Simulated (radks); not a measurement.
Q: Hf+, 71 electrons, occupied as [Xe] 4f14 5d1 6p2 (not the ground configuration). All-electron calculation, scalar-relativistic Kohn-Sham, r2SCAN, spin-polarised, spherical densities, finite nucleus; open shells are filled with parallel spins first (spin-orbit coupling, left out, can overturn this in heavy ions); meta-GGA in the generalised Kohn-Sham scheme; Fermi nuclear charge, rms radius 5.347 fm. Program: a radial shooting solver on a logarithmic mesh with Libxc functionals. Some entries of the table are withheld. Estimate them.

orbital,occ.,eigenvalue (Ry),<r> (bohr)
1s up,1,-4804.353,0.01899
1s down,1,-4804.351,0.01899
2s up,1,-824.2231,0.08036
2s down,1,-824.2186,0.08036
2p up,3,-723.6675,0.07173
2p down,3,-723.6632,0.07173
3s down,1,-189.1839,0.2084
3s up,1,-189.1834,0.2084
3p up,3,-158.9959,0.2084
3p down,3,-158.9958,0.2084
3d up,5,-123.2056,0.1890
3d down,5,-123.2033,0.1890
4s up,1,-39.21896,0.4684
4s down,1,-39.21589,0.4684
4p up,3,-29.27246,0.4976
4p down,3,-29.26978,0.4976
4d up,5,-16.35212,0.5354
4d down,5,-16.34832,0.5353
5s up,1,-5.96538,1.135
5s down,1,-5.92539,1.133
5p up,3,(1),1.328
5p down,3,(2),1.320
4f up,7,-2.14913,(3)
4f down,7,-2.13588,(4)
5d up,1,-0.97439,2.109
5d down,0,-0.84809,2.016
6p up,2,-0.64926,3.833

A: 
(1) 5p up eigenvalue (Ry): -3.59628
(2) 5p down eigenvalue (Ry): -3.54234
(3) 4f up <r> (bohr): 0.6754
(4) 4f down <r> (bohr): 0.6710
